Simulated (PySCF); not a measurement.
# Reading the logs of faulty runs: AlCH6OSi

All numbers below are calculated, not measured. The program is PySCF 2.14.0, an open-source quantum chemistry code, run on an isolated molecule that a program drew, which may never have been made. The molecule is AlCH6OSi (charge 0, doublet), drawn as the SMILES string `C[SiH][O][AlH2]`.

Each row is a Hartree-Fock (HF) and frozen-core CCSD(T) single point in the cc-pV(D+d)Z basis, meant for a local HF minimum. Run 1 is clean. Each other run has one planted mistake out of seven kinds, and not every kind appears here: one electron removed, one electron added, multiplicity raised by two, geometry at a saddle point, minimal basis STO-3G, one bond length entered in bohr, all coordinates scaled. The reference is restricted for singlets and unrestricted otherwise, and also for a bond in bohr. Adding or removing an electron swaps singlet and doublet. Electrons count all cores. HOMO and LUMO are orbital energies over both spins, the gradient is its largest component, and the lowest frequency (negative if imaginary) is given only where the gradient is small. Bond lengths are over the 9 bonds as drawn. T1 is the CCSD diagnostic: over 0.02 (restricted) or 0.045 (unrestricted) a single reference is doubtful.

Geometry of the clean run:
```xyz
10
AlCH6OSi, angstrom
C    -0.3858   -0.5752    1.7740
Si    0.4134    0.7766    0.7399
O     0.7199    0.2300   -0.7763
Al    1.1878   -0.1928   -2.3374
H     0.2791   -1.4351    1.8881
H    -0.6318   -0.1990    2.7710
H    -1.3105   -0.9183    1.2986
H    -0.4980    1.9518    0.6572
H     0.1683   -0.9865   -3.2359
H     2.6248    0.2124   -2.8358
```

```
run,electrons,basis functions,<S^2>,HOMO (eV),LUMO (eV),gradient (hartree/bohr),lowest frequency (cm^-1),mean bond (Å),longest bond (Å),T1,HF (hartree),CCSD(T) (hartree),mistake
1,47,104,0.753,-8.31,1.62,1.1e-05,26,1.4581,1.880,0.0141,-647.14816,-647.68303,no fault
2,46,104,0.000,-15.25,-6.23,8.4e-02,-,1.4581,1.880,0.0192,-646.88021,-647.41581,one electron removed
3,47,34,0.752,-4.93,6.95,4.0e-02,-,1.4581,1.880,0.0200,-639.36613,-639.56855,minimal basis STO-3G
4,47,104,3.766,-5.25,-3.25,4.0e-02,-,1.4581,1.880,0.0519,-646.93376,-647.47316,multiplicity raised by two
5,48,104,0.000,0.33,5.20,7.7e-02,-,1.4581,1.880,0.0250,-647.09594,-647.66591,one electron added
6,47,104,1.562,-8.21,1.13,1.2e-02,-,1.6137,2.974,0.0522,-647.04711,-647.57322,?
```

**Which mistake was planted in run 6, and what did it cost?**

The mean bond changes by a factor of 1.107 and the longest by 1.582, so the molecule wasn't scaled as a whole. A length L in bohr read as angstrom grows by (1/0.5292 - 1) L = 0.890 L. The 9 bonds together grew by 9 x 0.1556 = 1.400 Å, which gives L = 1.574 Å. That is the length of one of the Al-H bonds, 1.574 Å in the clean geometry. So the mistake is: one bond length entered in bohr. Subtracting run 1 and multiplying by 627.51 kcal/mol a hartree, the energy moved by 63.4 kcal/mol in HF and 68.9 kcal/mol in CCSD(T).

Cautions from the logs. Run 4: T1 is over the limit, so its CCSD(T) energy is less reliable; run 5: T1 is over the limit, so its CCSD(T) energy is less reliable and the HOMO is above zero, so the electron isn't bound and the energy depends on the basis; run 6: T1 is over the limit, so its CCSD(T) energy is less reliable.
